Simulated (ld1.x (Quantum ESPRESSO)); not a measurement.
## Before and after: TM semilocal potential for caesium (Cs)

Cs (Z = 55), norm-conserving Troullier–Martins (semilocal form), made with ld1.x (Quantum ESPRESSO) 7.5 (PBEsol, scalar-relativistic). Core [Kr] 4d10 5s2, reference 5p6 5d0 6s0 6p0 (charge +1). Waves: 6s (bound, empty): rc 3.60 bohr; 5d (bound, empty): rc 3.20 bohr; 4f channel at 0.5 Ry: rc 2.90 bohr; 5p (bound): rc 3.15 bohr. Local part: the p channel. Core correction: a·sin(br)/r model core inside 2.00 bohr.

All-electron outer shells of the reference configuration (PBEsol, scalar-relativistic, ld1.x):

```tsv
shell	level (eV)	outermost node (bohr)	outermost maximum (bohr)
5s	-31.98	0.82	1.54
5p	-18.68	0.89	1.79
6s	-5.52	2.08	4.18
5d	-4.33	1.05	2.80
6p	-3.34	2.52	5.30
```

Change: all radii but the core radius scaled by about 1.21 (s 4.36, p 3.80, d 3.86, f 3.50 bohr).

Cutoffs: the cutoffs (Ry, on a coarse ladder) from which the occupation-weighted sum of valence levels, in a spherical-Bessel basis at the reference potential, stays within 10 and 1 mRy of its value at 400 Ry; they do not see the model core or the augmentation charge, which bear on the density cutoff. Errors are all-electron minus pseudo energies relative to the spin-unpolarised reference configuration.

Predict the effect on cutoff, ghosts and configuration errors.

The potential gets softer (8 Ry and 15 Ry → 8 Ry and 10 Ry); the bound ghost in f disappears; of the 5 tests that both files solve, the error grows in 1 and shrinks in 1 by more than 15 % and 0.3 meV (median size 1.4 → 1.4 meV). A larger radius leaves more room for a smooth pseudo-wave, so fewer plane waves are needed. A semilocal file is local in each channel, so a ghost entry of none says nothing of the separable form that plane-wave codes build from it.

| quantity | base | changed |
| --- | --- | --- |
| cutoff, loose | 8 Ry | 8 Ry |
| cutoff, tight | 15 Ry | 10 Ry |
| bound ghosts | f | none |
| tests counted (converged, no solver errors) | 5 of 6 | 5 of 6 |
| error for 5p6 5d0 6s1 6p0, meV [ΔE -3.79 eV] | +3.1 | +2.2 |
| error for 5p6 5d0 6s0.5 6p0, meV [ΔE -2.33 eV] | +0.4 | +0.3 |
| error for 5p6 5d0.5 6s0.5 6p0, meV [ΔE -2.95 eV] | +1.4 | +1.1 |
| error for 5p6 5d1 6s0 6p0, meV [ΔE -2.13 eV] | -1.4 | -1.4 |
| error for 5p5 5d0 6s1 6p0, meV [ΔE 14.10 eV] | -116 | -146 |

Base: Tests not counted: 5p6 5d0 6s0 6p1 (solver errors, printed error -1.2 eV). Changed file: Tests not counted: 5p6 5d0 6s0 6p1 (solver errors, printed error -1.2 eV). A true bound ghost makes a file unfit for plane-wave use even where its test errors are small: the radial tests pick states by their node count and pass the ghost by. Where a test does run into it, the solver fails or the error is huge.
